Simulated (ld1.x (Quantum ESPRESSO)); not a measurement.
**Before and after: PAW potential for Au**

* Element: Au
* Generator: ld1.x (Quantum ESPRESSO) 7.5
* Type: PAW
* Functional: PBEsol
* Relativity: scalar-relativistic
* Frozen core: [Kr] 4d10 4f14 5s2
* Valence charge: 17
* Reference configuration: 5p6 5d10 6s1 6p0
* Partial waves: 6s (bound): rcut 1.75, rcutus 2.05 bohr; 6s channel at 0.4 Ry: rcut 1.75, rcutus 2.05 bohr; 5p (bound): rcut 1.40, rcutus 1.60 bohr; 6p (bound, empty): rcut 1.40, rcutus 1.60 bohr; 5d (bound): rcut 2.10, rcutus 2.35 bohr; 5d channel at 3.3 Ry: rcut 2.10, rcutus 2.35 bohr; 5f channel at -0.15 Ry: rcut 1.75, rcutus 2.10 bohr; 5f channel at 2.5 Ry: rcut 1.75, rcutus 2.10 bohr
* Local potential: all-electron potential smoothed inside 1.55 bohr (lloc = -2)
* Core correction: Bessel-smoothed model core, default radius (core density twice the valence density)
* Augmentation charge: PSQ, inside the norm-conserving radii

All-electron outer shells of the reference configuration (PBEsol, scalar-relativistic, ld1.x):

```tsv
shell	level (eV)	outermost node (bohr)	outermost maximum (bohr)
5s	-108.44	0.48	0.84
4f	-81.19	–	0.37
5p	-59.80	0.52	0.96
5d	-6.90	0.56	1.21
6s	-5.80	1.11	2.32
6p	-0.70	1.32	3.55
```

Change: waves 6s (bound): rcut 1.75, rcutus 2.44 bohr; 6s channel at 0.4 Ry: rcut 1.75, rcutus 2.44 bohr.

Cutoffs: the cutoffs (Ry, on a coarse ladder) from which the occupation-weighted sum of valence levels, in a spherical-Bessel basis at the reference potential, stays within 10 and 1 mRy of its value at 400 Ry; they do not see the model core or the augmentation charge, which bear on the density cutoff. Errors are all-electron minus pseudo energies relative to the spin-unpolarised reference configuration.

Q: Predict the effect on cutoff, ghosts and configuration errors.

A: The potential gets neither clearly harder nor softer (35 Ry and 60 Ry → 35 Ry and 60 Ry); the bound ghost in s disappears; of the 7 tests that both files solve, the error grows in 1 and shrinks in 0 by more than 15 % and 0.3 meV (median size 2.5 → 2.5 meV).

```csv
quantity,base,changed
"cutoff, loose",35 Ry,35 Ry
"cutoff, tight",60 Ry,60 Ry
loose cutoff by channel (10 mRy a level),"s 8 Ry, p 30 Ry, d 18 Ry","s 6 Ry, p 30 Ry, d 18 Ry"
bound ghosts,s,none
"error for 5p6 5d10 6s0 6p0, meV [ΔE 9.44 eV]",-3.9,-3.9
"error for 5p6 5d9 6s0 6p0, meV [ΔE 30.68 eV]",-2.5,-2.5
"error for 5p6 5d8 6s0 6p0, meV [ΔE 64.58 eV]",-16,-16
"error for 5p6 5d9 6s1 6p0, meV [ΔE 12.15 eV]",+0.3,+0.6
"error for 5p6 5d7 6s0 6p0, meV [ΔE 112.32 eV]",-69,-69
"error for 5p6 5d10 6s0.5 6p0, meV [ΔE 3.79 eV]",-1.6,-1.6
"error for 5p6 5d9 6s2 6p0, meV [ΔE 1.67 eV]",+1.4,+2.2
lowest overlap eigenvalue by channel,"s 0.58, p 0.11, d 0.79, f 0.88","s 0.34, p 0.11, d 0.79, f 0.88"
```

 A true bound ghost makes a file unfit for plane-wave use even where its test errors are small: the radial tests pick states by their node count and pass the ghost by.
